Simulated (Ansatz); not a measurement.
CH7InOSSi can be A, `[CH3][In]([SH])[SiH2]O`, or B, `[SiH3]O[CH](S)[InH2]`.

Computed with Ansatz on PBE0-D4/def2-TZVP structures; ΔE is electronic, products minus reactants. CBS: MP2 limit from def2 TZ/QZ plus the TZ coupled-cluster correction, frozen cores. Functionals use def2-TZVPP. B3LYP here is the variant with VWN-RPA as its local correlation; programs differ in this. Elements past krypton have def2 core potentials. For In outer-core shells are correlated without core-valence functions, which leaves a few kJ/mol of doubt a bond. Each species was taken in one conformer, which may not be the lowest.

(1) Which is lower in electronic energy at CCSD(T)/CBS, and by how much? (An estimate is asked.)

(2) Give E(B) − E(A) in kJ/mol with PBE0-D4, B3LYP, MP2/def2-TZVPP, B3LYP-D4, B2PLYP, CCSD(T)/def2-TZVPP, HF/def2-TZVPP. (An estimate is asked.)

Largest T1 diagnostic: 0.014.

Answers

(1) Ansatz gave: A, by 271.6 kJ/mol.

(2) Ansatz gave: PBE0-D4 269.9, B3LYP 271.3, MP2/def2-TZVPP 277.0, B3LYP-D4 261.7, B2PLYP 271.7, CCSD(T)/def2-TZVPP 265.9, HF/def2-TZVPP 271.8. None reverses the order clearly.

From PBE to PBE0 (25 % exact exchange), in def2-TZVPP and without D4, E(B) − E(A) moves by +5.7 kJ/mol. The D4 term adds −9.6 kJ/mol with B3LYP and −4.6 kJ/mol with PBE0; it sums over pairs of atoms, weighted by their polarisabilities, and B3LYP, whose exchange is more repulsive, gets the larger term.
